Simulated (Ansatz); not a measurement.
# Nudged elastic band run: Cl$_{3}$FGeH$_{2}$

Input:

```yaml
crystal:
  periodic: [false, false, false]
  atoms:
    - { symbol: Ge, position_ang: [0.231263, 0.145344, 0.057773] }
    - { symbol: H, position_ang: [0.556581, 0.340427, 1.536181] }
    - { symbol: Cl, position_ang: [2.030017, -0.22644, -1.026998] }
    - { symbol: Cl, position_ang: [-0.732561, 1.773854, -0.895259] }
    - { symbol: Cl, position_ang: [-0.959502, -1.645032, -0.286964] }
    - { symbol: F, position_ang: [-1.950837, 0.206377, 1.593519] }
    - { symbol: H, position_ang: [-2.06056, -0.594531, 1.085547] }
basis:
  gaussian: { orbitals: def2-SVP }
hamiltonian:
  xc: lda
neb:
  order_check: false
  images: 5
  f_tol: 0.05
  max_iterations: 60
  final_atoms:
    - { symbol: Ge, position_ang: [-0.58389083, -0.00871389, -0.71917866] }
    - { symbol: H, position_ang: [0.20112668, 0.01607853, 3.21908055] }
    - { symbol: Cl, position_ang: [1.45703162, -0.1540773, -0.21925645] }
    - { symbol: Cl, position_ang: [-0.97992044, 1.74739488, -1.81451164] }
    - { symbol: Cl, position_ang: [-1.24590585, -1.72946333, -1.7396047] }
    - { symbol: F, position_ang: [-1.4706172, 0.09076616, 0.74960058] }
    - { symbol: H, position_ang: [-0.26342298, 0.03801395, 2.58766932] }
  initial_path:
    images:
      - { positions_ang: [[0.231263, 0.145344, 0.057773], [0.556581, 0.340427, 1.536181], [2.030017, -0.22644, -1.026998], [-0.732561, 1.773854, -0.895259], [-0.959502, -1.645032, -0.286964], [-1.950837, 0.206377, 1.593519], [-2.06056, -0.594531, 1.085547]] }
      - { positions_ang: [[0.14815301, 0.08587728, 0.03117145], [0.40178365, 0.25234066, 1.64799375], [2.02923294, -0.2034124, -0.9765825], [-0.83484259, 1.77337549, -0.86633341], [-1.02929091, -1.71062758, -0.38880209], [-1.9193816, 0.16300218, 1.29737796], [-1.6812535, -0.36055662, 1.31897385]] }
      - { positions_ang: [[0.06504303, 0.02641055, 0.00456989], [0.24698629, 0.16425432, 1.75980649], [2.02844887, -0.18038479, -0.92616699], [-0.93712417, 1.77289697, -0.83740782], [-1.09907981, -1.77622317, -0.49064019], [-1.88792619, 0.11962736, 1.00123692], [-1.30194701, -0.12658225, 1.5524007]] }
      - { positions_ang: [[-0.01806696, -0.03305617, -0.02203166], [0.09218894, 0.07616798, 1.87161924], [2.02766481, -0.15735719, -0.87575149], [-1.03940576, 1.77241846, -0.80848223], [-1.16886872, -1.84181875, -0.59247828], [-1.85647079, 0.07625254, 0.70509587], [-0.92264051, 0.10739213, 1.78582755]] }
      - { positions_ang: [[-0.20667492, -0.02494208, -0.25441399], [0.12850152, 0.05613817, 2.32077301], [1.83745375, -0.15626389, -0.65691981], [-1.01957732, 1.76407727, -1.14382537], [-1.19454776, -1.80436695, -0.97485375], [-1.72785293, 0.08109041, 0.71993078], [-0.70290134, 0.08426607, 2.05310814]] }
      - { positions_ang: [[-0.39528287, -0.01682799, -0.48679633], [0.1648141, 0.03610835, 2.76992678], [1.64724268, -0.15517059, -0.43808813], [-0.99974888, 1.75573607, -1.4791685], [-1.22022681, -1.76691514, -1.35722923], [-1.59923506, 0.08592828, 0.73476568], [-0.48316216, 0.06114001, 2.32038873]] }
      - { positions_ang: [[-0.58389083, -0.00871389, -0.71917866], [0.20112668, 0.01607853, 3.21908055], [1.45703162, -0.1540773, -0.21925645], [-0.97992044, 1.74739488, -1.81451164], [-1.24590585, -1.72946333, -1.7396047], [-1.4706172, 0.09076616, 0.74960058], [-0.26342298, 0.03801395, 2.58766932]] }
```

Run as:

```bash
$ ansatz run input.yaml --threads 2 --pin off --max-ram 3072MiB --backend cpu --events-out ev --progress --plain --runs-dir out
```

Output, in part (warnings, iteration lines, the closing report on the highest movable image, with atoms numbered from 0):

```
NEB end point (image 0): max|allowed force component| = 2.654e-2 eV/Å (the criterion of neb.relax_end_points is 1.000e-2)
NEB end point (image 6): max|allowed force component| = 2.084e-2 eV/Å (the criterion of neb.relax_end_points is 1.000e-2)
NEB iter   1: max|band force component| = 8.478e1 eV/Å  barrier→ = 10.8893 eV  barrier← = 10.9523 eV  Δτ_max = 0.2000 Å  (185 SCF iters)
NEB iter   2: max|band force component| = 1.261e1 eV/Å  barrier→ = 1.8062 eV  barrier← = 1.8692 eV  Δτ_max = 0.2000 Å  (157 SCF iters)
NEB iter   3: max|band force component| = 7.910e0 eV/Å  barrier→ = 1.4251 eV  barrier← = 1.4882 eV  Δτ_max = 0.1920 Å  (152 SCF iters)
NEB iter   4: max|band force component| = 2.571e0 eV/Å  barrier→ = 1.3268 eV  barrier← = 1.3898 eV  Δτ_max = 0.1359 Å  (139 SCF iters)
NEB iter   5: max|band force component| = 1.079e0 eV/Å  barrier→ = 1.3759 eV  barrier← = 1.4389 eV  Δτ_max = 0.0881 Å  (136 SCF iters)
NEB iter   6: max|band force component| = 3.843e-1 eV/Å  barrier→ = 1.3704 eV  barrier← = 1.4334 eV  CI = image 3  Δτ_max = 0.1910 Å  (140 SCF iters)
NEB iter   7: max|band force component| = 1.927e-1 eV/Å  barrier→ = 1.3144 eV  barrier← = 1.3774 eV  CI = image 3  Δτ_max = 0.0385 Å  (137 SCF iters)
NEB iter   8: max|band force component| = 9.657e-2 eV/Å  barrier→ = 1.3139 eV  barrier← = 1.3769 eV  CI = image 3  Δτ_max = 0.0076 Å  (134 SCF iters)
NEB iter   9: max|band force component| = 3.300e-2 eV/Å  barrier→ = 1.3138 eV  barrier← = 1.3768 eV  CI = image 3  Δτ_max = 0.0000 Å  (267 SCF iters)
Total energy: -96591.55693202 eV, -3549.6742451429 hartree
Atom 0 at    -0.339815    -0.026640    -0.075288 Å, force    -0.005663    -0.003284     0.002308 eV/Å
Atom 1 at     0.212046     0.070403     1.651744 Å, force     0.005263    -0.000431     0.000120 eV/Å
Atom 2 at     1.783325    -0.127784    -0.451848 Å, force    -0.008339    -0.000442     0.000408 eV/Å
Atom 3 at    -0.905024     1.750982    -1.081503 Å, force    -0.000715    -0.000679    -0.000350 eV/Å
Atom 4 at    -1.034228    -1.862619    -0.876677 Å, force     0.002052     0.005136     0.001514 eV/Å
Atom 5 at    -1.848502     0.091728     1.135748 Å, force     0.031954    -0.001028    -0.002896 eV/Å
Atom 6 at    -0.753401     0.103929     1.761624 Å, force    -0.024552     0.000728    -0.001104 eV/Å
Dipole moment:     0.075662     0.013788     0.240669 e Å
```

It converged. A vibrational analysis at the climbing image gives one clearly imaginary mode, 890i cm⁻¹: a first-order saddle point. The orbitals stay closed-shell, which can raise the energy where a bond breaks towards radicals; this wasn't checked here.

Final band (atoms are numbered from 1 in the order of the input):

```json
{"image": "0", "path coordinate (Å)": "0.00", "energy (eV)": "0.00", "Ge1–H2 (Å)": "1.53", "F6–H7 (Å)": "0.95", "Ge1–F6 (Å)": "2.67"}
{"image": "1", "path coordinate (Å)": "0.90", "energy (eV)": "0.23", "Ge1–H2 (Å)": "1.53", "F6–H7 (Å)": "0.94", "Ge1–F6 (Å)": "2.71"}
{"image": "2", "path coordinate (Å)": "1.81", "energy (eV)": "0.37", "Ge1–H2 (Å)": "1.55", "F6–H7 (Å)": "0.95", "Ge1–F6 (Å)": "2.57"}
{"image": "3", "path coordinate (Å)": "2.71", "energy (eV)": "1.31", "Ge1–H2 (Å)": "1.82", "F6–H7 (Å)": "1.26", "Ge1–F6 (Å)": "1.94"}
{"image": "4", "path coordinate (Å)": "3.58", "energy (eV)": "0.46", "Ge1–H2 (Å)": "2.49", "F6–H7 (Å)": "1.81", "Ge1–F6 (Å)": "1.74"}
{"image": "5", "path coordinate (Å)": "4.44", "energy (eV)": "0.01", "Ge1–H2 (Å)": "3.22", "F6–H7 (Å)": "2.08", "Ge1–F6 (Å)": "1.72"}
{"image": "6", "path coordinate (Å)": "5.30", "energy (eV)": "-0.06", "Ge1–H2 (Å)": "4.02", "F6–H7 (Å)": "2.20", "Ge1–F6 (Å)": "1.72"}
```

The run took 64 s on 2 threads of Arm Neoverse V1 (shared host), peak memory 0.16 GiB.
